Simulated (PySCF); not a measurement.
## F+ (fluorine, charge +1) across methods

[He] 2s1 2p4 3s1, high-spin 5P determinant (an excited configuration). All numbers are calculated (PySCF 2.14, the spin-free X2C one-electron Hamiltonian (Gaussian nucleus), in aug-cc-pCVTZ-DK (7s6p4d2f, 59 functions)).

```csv
method,E (hartree),mean ε 2p α (eV),mean ε 2p β (eV),mean ε 3s α (eV),Σ⟨r²⟩ (bohr²),⟨S²⟩
TPSS,-97.7289,-41.932,-35.749,-10.143,15.85,6.001
PBE0,-97.6384,-44.846,-37.488,-10.902,15.79,6.001
B3LYP,-97.7139,-44.127,-37.486,-10.713,15.73,6.002
BHandHLYP,-97.6899,-47.808,-39.903,-11.407,15.76,6.002
M06-2X,-97.6671,-47.515,-40.013,-11.776,15.87,6.002
LDA,-97.0562,-41.648,-34.968,-10.244,15.74,6.001
PBE,-97.6357,-41.611,-35.303,-10.176,15.77,6.001
UHF,-97.46088,-53.878,-42.447,-12.691,15.86,6.003
```

**Question.** Estimate the same row for r2SCAN.

**Answer.** E (hartree) = -97.6972; mean ε 2p α (eV) = -42.912; mean ε 2p β (eV) = -35.882; mean ε 3s α (eV) = -10.273; Σ⟨r²⟩ (bohr²) = 15.88; ⟨S²⟩ = 6.002.

The outer electron is Rydberg-like, and this basis confines it to a smaller radius and binds it less than a complete one would.
